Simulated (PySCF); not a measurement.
Molfile (atoms numbered from 1):
```
C4H10Cl2SSi
     RDKit          3D

 18 17  0  0  0  0  0  0  0  0999 V2000
   -1.6672    1.0121    0.0685 C   0  0  0  0  0  0  0  0  0  0  0  0
   -0.5933    0.2402    0.8168 C   0  0  0  0  0  0  0  0  0  0  0  0
    0.3149   -0.5571   -0.1067 C   0  0  0  0  0  0  0  0  0  0  0  0
    1.4331   -1.3180    0.5854 C   0  0  0  0  0  0  0  0  0  0  0  0
    2.5743   -0.3067    1.6142 S   0  0  0  0  0  0  0  0  0  0  0  0
    3.2573    1.0915    0.1853 Si  0  0  0  0  0  4  0  0  0  0  0  0
    4.8751    2.0153    1.0443 Cl  0  0  0  0  0  0  0  0  0  0  0  0
    3.8082    0.1331   -1.5605 Cl  0  0  0  0  0  0  0  0  0  0  0  0
   -2.3102    0.3407   -0.5229 H   0  0  0  0  0  0  0  0  0  0  0  0
   -1.2208    1.7386   -0.6297 H   0  0  0  0  0  0  0  0  0  0  0  0
   -2.3161    1.5718    0.7583 H   0  0  0  0  0  0  0  0  0  0  0  0
   -1.0592   -0.4470    1.5449 H   0  0  0  0  0  0  0  0  0  0  0  0
    0.0218    0.9336    1.4145 H   0  0  0  0  0  0  0  0  0  0  0  0
    0.7429    0.1075   -0.8794 H   0  0  0  0  0  0  0  0  0  0  0  0
   -0.2832   -1.2974   -0.6678 H   0  0  0  0  0  0  0  0  0  0  0  0
    1.0280   -2.0490    1.3023 H   0  0  0  0  0  0  0  0  0  0  0  0
    2.0464   -1.8692   -0.1419 H   0  0  0  0  0  0  0  0  0  0  0  0
    2.2851    2.1411   -0.2018 H   0  0  0  0  0  0  0  0  0  0  0  0
  1  2  1  0
  2  3  1  0
  3  4  1  0
  4  5  1  0
  5  6  1  0
  6  7  1  0
  6  8  1  0
  1  9  1  0
  1 10  1  0
  1 11  1  0
  2 12  1  0
  2 13  1  0
  3 14  1  0
  3 15  1  0
  4 16  1  0
  4 17  1  0
  6 18  1  0
M  END
```

Geometry: PBE0-D3(BJ)/def2-SVP; GIAO absolute shieldings from PySCF, gas phase, non-relativistic, averaged over equivalent atoms.

At KT2/pcSseg-1 (214 basis functions, 83 s wall time on 1 thread of an Arm Neoverse N1, shared host):
| atoms | σ (ppm) |
| --- | --- |
| C4 | 144.7 |
| C3 | 146.4 |
| C2 | 158.9 |
| C1 | 167.3 |
| S5 | 567.3 |
| Si6 | 332.9 |
| Cl7/Cl8 | 837.2 |
| H18 | 24.55 |
| H16/H17 | 28.19 |
| H12/H13 | 29.66 |
| H14/H15 | 29.76 |
| H9/H10/H11 | 30.19 |

What do these become at KT3/pcSseg-1?

## Answers


```json
{"atoms": "C4", "σ at KT3/pcSseg-1": "144.2", "change": "-0.5"}
{"atoms": "C3", "σ at KT3/pcSseg-1": "146.4", "change": "+0.0"}
{"atoms": "C2", "σ at KT3/pcSseg-1": "157.6", "change": "-1.3"}
{"atoms": "C1", "σ at KT3/pcSseg-1": "165.8", "change": "-1.5"}
{"atoms": "S5", "σ at KT3/pcSseg-1": "573.5", "change": "+6.2"}
{"atoms": "Si6", "σ at KT3/pcSseg-1": "341.6", "change": "+8.7"}
{"atoms": "Cl7/Cl8", "σ at KT3/pcSseg-1": "851.5", "change": "+14.3"}
{"atoms": "H18", "σ at KT3/pcSseg-1": "24.99", "change": "+0.44"}
{"atoms": "H16/H17", "σ at KT3/pcSseg-1": "28.41", "change": "+0.22"}
{"atoms": "H12/H13", "σ at KT3/pcSseg-1": "29.82", "change": "+0.16"}
{"atoms": "H14/H15", "σ at KT3/pcSseg-1": "29.94", "change": "+0.18"}
{"atoms": "H9/H10/H11", "σ at KT3/pcSseg-1": "30.34", "change": "+0.15"}
```

The largest change is at Cl7/Cl8 (chlorine bonded to Si). Cost: 214 basis functions, 50 s wall time on 1 thread of an Arm Neoverse V1, shared host. The order of the carbon signals is the same at both levels.
